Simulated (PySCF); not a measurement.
C₅H₁₀O₂Si₂.
Atom-mapped SMILES: `[O:1]=[C:2]1[SiH2:3][O:4][SiH2:5][C@@H:6]1[CH:7]1[CH2:8][CH2:9]1`

Probes without a nucleus sit at each ring's centroid and 1 Å off its mean plane on both sides; NICS is minus the shielding there, NICSzz its component along the normal. Level: GIAO PBE0/pcSseg-1 (PySCF, non-relativistic, gas phase) on the GFN2-xTB geometry, one conformer.

Rings: 1. C2–Si3–O4–Si5–C6; 2. C7–C8–C9.

```
set  NICS(0)  NICS(1), two faces  NICS(1)zz, two faces
  P      1.5          0.1 / -1.5            3.9 / -2.3
  Q    -44.1         -8.5 / -9.1         -23.2 / -22.2
```

Task: Which set (ppm) belongs to which ring?

Result: P = 1, Q = 2.
- 1 (5-membered ring with O and 2 Si; formal bonds all single): mean NICS(1)zz 0.8 ppm, near zero. Si3, Si5, C6 have four or more neighbours, and the NICS criterion for π rings isn't applied.
- 2 (3-membered carbocycle; formal bonds all single): mean NICS(1)zz -22.7 ppm, shielded. C7, C8, C9 have four or more neighbours, so the value isn't read as a sign of a π ring current.

Task: How do the rings differ in shape?

Result: 
```json
{"ring": "1", "bond lengths (Å)": "1.930, 1.644, 1.641, 1.915, 1.520", "rms pucker (Å)": "0.15", "HOMA": "–", "nearest outside atom to a NICS(1) probe (Å)": "hydrogen 1.53"}
{"ring": "2", "bond lengths (Å)": "1.499, 1.499, 1.499", "rms pucker (Å)": "0.00", "HOMA": "–", "nearest outside atom to a NICS(1) probe (Å)": "hydrogen 1.43"}
```
